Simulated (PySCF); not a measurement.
**Working out the ionisation energy of Br(2+)**

Br(2+) [Ar] 3d10 4s2 4p3 (4S) → Br(3+) [Ar] 3d10 4s2 4p2 (3P). Computed with PySCF 2.14 in cc-pVDZ-DK, with scalar relativity by spin-free X2C-1e. Frozen: [Ar] 3d10. Energies in hartree (1 hartree = 27.21139 eV):

| part | Br(2+) (lower) | Br(3+) (upper) |
| --- | --- | --- |
| UHF | -2603.159525 | -2601.887616 |
| CCSD correlation | -0.070588 | -0.059720 |
| (T) | -0.000539 | -0.000460 |

Q: What does Hartree-Fock give?

A: (-2601.887616) − (-2603.159525) = 1.271909 hartree = 34.610 eV.

Q: What do CCSD and CCSD(T) give?

A: The CCSD correlation energies differ by 0.010868 hartree = 0.296 eV and the triples by 0.000079 hartree = 0.002 eV, so CCSD gives 34.906 eV and CCSD(T) 34.908 eV.

Reference: 34.871 ± 0.019 eV (measured; NIST Atomic Spectra Database, ionization energies), between the lowest levels; spin-orbit coupling is absent from the calculation.

A double-zeta basis recovers only part of the correlation energy.

What remains against the reference includes basis incompleteness, the frozen core and higher excitations.
